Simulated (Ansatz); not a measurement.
A nudged elastic band was laid between two geometries of AlF$_{2}$H$_{3}$N (7 atoms, charge 0, multiplicity 2).

Theory: UHF/6-31G* (Ansatz).

```yaml
movable_images: 4
climbing_image: no
spring: 5.0 eV/Å²
optimiser: quadratic models (default)
start_path: through a guess of the saddle point
force_threshold: 0.05 eV/Å
iteration_limit: 60
end_points: relaxed
```

Initial state:

```xyz
7
Properties=species:S:1:pos:R:3
Al -0.090 0.317 0.644
H -0.525 1.831 0.751
F 1.463 -0.023 0.195
F -1.226 -0.794 0.190
N 0.087 -0.310 2.614
H -0.653 -0.733 3.150
H 0.943 -0.289 3.146
```

Final state:

```xyz
7
Properties=species:S:1:pos:R:3
Al 0.021 0.088 0.198
H -0.438 1.264 2.584
F 1.575 -0.503 0.230
F -1.142 -1.100 0.144
N -0.104 0.372 2.264
H -0.722 -0.340 2.617
H 0.811 0.218 2.653
```

Q: What changes between the two ends?

A: Bonds broken: Al1–H2. Bonds formed: H2–N5.

Q: Give the energies along the band, and the barrier.

A: The run converged. The highest image is number 3 of 0 to 5, 26.0 kcal/mol above the first end and 37.5 kcal/mol above the last; the last end lies 11.4 kcal/mol below the first. Neighbouring images differ by up to 1.4 eV, so the band resolves the path poorly. No image climbed, so the highest image needn't sit at the top of the path.

```json
{"image": "0", "path coordinate (Å)": "0.00", "energy (kcal/mol)": "0.0", "Al1–H2 (Å)": "1.58", "H2–N5 (Å)": "2.90"}
{"image": "1", "path coordinate (Å)": "0.64", "energy (kcal/mol)": "2.8", "Al1–H2 (Å)": "1.59", "H2–N5 (Å)": "2.51"}
{"image": "2", "path coordinate (Å)": "1.28", "energy (kcal/mol)": "12.3", "Al1–H2 (Å)": "1.63", "H2–N5 (Å)": "1.99"}
{"image": "3", "path coordinate (Å)": "1.92", "energy (kcal/mol)": "26.0", "Al1–H2 (Å)": "1.77", "H2–N5 (Å)": "1.17"}
{"image": "4", "path coordinate (Å)": "2.56", "energy (kcal/mol)": "-5.2", "Al1–H2 (Å)": "2.33", "H2–N5 (Å)": "1.00"}
{"image": "5", "path coordinate (Å)": "3.20", "energy (kcal/mol)": "-11.4", "Al1–H2 (Å)": "2.70", "H2–N5 (Å)": "1.00"}
```

Q: What is the geometry of the highest image?

A: 
```xyz
7
Properties=species:S:1:pos:R:3
Al -0.045 0.169 0.479
H -0.270 0.939 2.056
F 1.454 0.137 -0.180
F -1.296 -0.645 -0.191
N 0.030 -0.116 2.456
H -0.724 -0.466 3.033
H 0.852 -0.017 3.037
```

Run time: 2.6 min on 1 thread of Arm Neoverse V1 (shared host), peak memory 0.15 GiB.
